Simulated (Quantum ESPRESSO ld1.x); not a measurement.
The nuclear charge of the oxygen ion O+ is varied continuously with 7 electrons held in [He] 2s2 2p3. Method: Dirac Kohn-Sham, relativistic LDA (MacDonald-Vosko exchange, VWN5 correlation), spin-unpolarised, spherical densities, point nucleus; open shells are shared between the two j in proportion to 2j + 1; computed with ld1.x of Quantum ESPRESSO 7.5. By the Hellmann-Feynman theorem dE/dZ = E(electron-nucleus)/Z, the electronic potential at the nucleus.

[
 {"Z": "7", "E (hartree)": "-54.043", "E(electron-nucleus)/Z (hartree)": "-18.2156", "HOMO": "2p3/2", "e(HOMO) (eV)": "-7.236", "<r> HOMO (bohr)": "1.481"},
 {"Z": "7.1", "E (hartree)": "-55.881", "E(electron-nucleus)/Z (hartree)": "-18.5441", "HOMO": "2p3/2", "e(HOMO) (eV)": "-8.634", "<r> HOMO (bohr)": "1.431"},
 {"Z": "7.2", "E (hartree)": "-57.752", "E(electron-nucleus)/Z (hartree)": "-18.8724", "HOMO": "2p3/2", "e(HOMO) (eV)": "-10.110", "<r> HOMO (bohr)": "1.385"},
 {"Z": "7.3", "E (hartree)": "-59.656", "E(electron-nucleus)/Z (hartree)": "-19.2004", "HOMO": "2p3/2", "e(HOMO) (eV)": "-11.661", "<r> HOMO (bohr)": "1.342"},
 {"Z": "7.4", "E (hartree)": "-61.592", "E(electron-nucleus)/Z (hartree)": "-19.5283", "HOMO": "2p3/2", "e(HOMO) (eV)": "-13.287", "<r> HOMO (bohr)": "1.302"},
 {"Z": "7.5", "E (hartree)": "-63.562", "E(electron-nucleus)/Z (hartree)": "-19.8560", "HOMO": "2p3/2", "e(HOMO) (eV)": "-14.988", "<r> HOMO (bohr)": "1.264"},
 {"Z": "7.6", "E (hartree)": "-65.564", "E(electron-nucleus)/Z (hartree)": "-20.1836", "HOMO": "2p3/2", "e(HOMO) (eV)": "-16.761", "<r> HOMO (bohr)": "1.229"},
 {"Z": "7.7", "E (hartree)": "-67.598", "E(electron-nucleus)/Z (hartree)": "-20.5111", "HOMO": "2p3/2", "e(HOMO) (eV)": "-18.608", "<r> HOMO (bohr)": "1.197"},
 {"Z": "7.8", "E (hartree)": "-69.666", "E(electron-nucleus)/Z (hartree)": "-20.8385", "HOMO": "2p3/2", "e(HOMO) (eV)": "-20.527", "<r> HOMO (bohr)": "1.166"},
 {"Z": "7.9", "E (hartree)": "-71.766", "E(electron-nucleus)/Z (hartree)": "-21.1659", "HOMO": "2p3/2", "e(HOMO) (eV)": "-22.518", "<r> HOMO (bohr)": "1.137"},
 {"Z": "8", "E (hartree)": "-73.899", "E(electron-nucleus)/Z (hartree)": "-21.4931", "HOMO": "2p3/2", "e(HOMO) (eV)": "-24.580", "<r> HOMO (bohr)": "1.109"},
 {"Z": "8.1", "E (hartree)": "-76.065", "E(electron-nucleus)/Z (hartree)": "-21.8203", "HOMO": "2p3/2", "e(HOMO) (eV)": "-26.714", "<r> HOMO (bohr)": "1.083"},
 {"Z": "8.2", "E (hartree)": "-78.263", "E(electron-nucleus)/Z (hartree)": "-22.1474", "HOMO": "2p3/2", "e(HOMO) (eV)": "-28.919", "<r> HOMO (bohr)": "1.058"},
 {"Z": "8.3", "E (hartree)": "-80.494", "E(electron-nucleus)/Z (hartree)": "-22.4745", "HOMO": "2p3/2", "e(HOMO) (eV)": "-31.195", "<r> HOMO (bohr)": "1.034"},
 {"Z": "8.4", "E (hartree)": "-82.758", "E(electron-nucleus)/Z (hartree)": "-22.8016", "HOMO": "2p3/2", "e(HOMO) (eV)": "-33.542", "<r> HOMO (bohr)": "1.012"},
 {"Z": "8.5", "E (hartree)": "-85.054", "E(electron-nucleus)/Z (hartree)": "-23.1287", "HOMO": "2p3/2", "e(HOMO) (eV)": "-35.959", "<r> HOMO (bohr)": "0.9903"},
 {"Z": "8.6", "E (hartree)": "-87.384", "E(electron-nucleus)/Z (hartree)": "-23.4557", "HOMO": "2p3/2", "e(HOMO) (eV)": "-38.446", "<r> HOMO (bohr)": "0.9697"},
 {"Z": "8.7", "E (hartree)": "-89.746", "E(electron-nucleus)/Z (hartree)": "-23.7827", "HOMO": "2p3/2", "e(HOMO) (eV)": "-41.004", "<r> HOMO (bohr)": "0.9501"},
 {"Z": "8.8", "E (hartree)": "-92.140", "E(electron-nucleus)/Z (hartree)": "-24.1097", "HOMO": "2p3/2", "e(HOMO) (eV)": "-43.631", "<r> HOMO (bohr)": "0.9313"},
 {"Z": "8.9", "E (hartree)": "-94.568", "E(electron-nucleus)/Z (hartree)": "-24.4367", "HOMO": "2p3/2", "e(HOMO) (eV)": "-46.328", "<r> HOMO (bohr)": "0.9133"},
 {"Z": "9", "E (hartree)": "-97.028", "E(electron-nucleus)/Z (hartree)": "-24.7636", "HOMO": "2p3/2", "e(HOMO) (eV)": "-49.095", "<r> HOMO (bohr)": "0.8960"}
]

The central difference of E at Z = 8 is -21.493 hartree, to compare with the third column; the second derivative is -3.27 hartree.
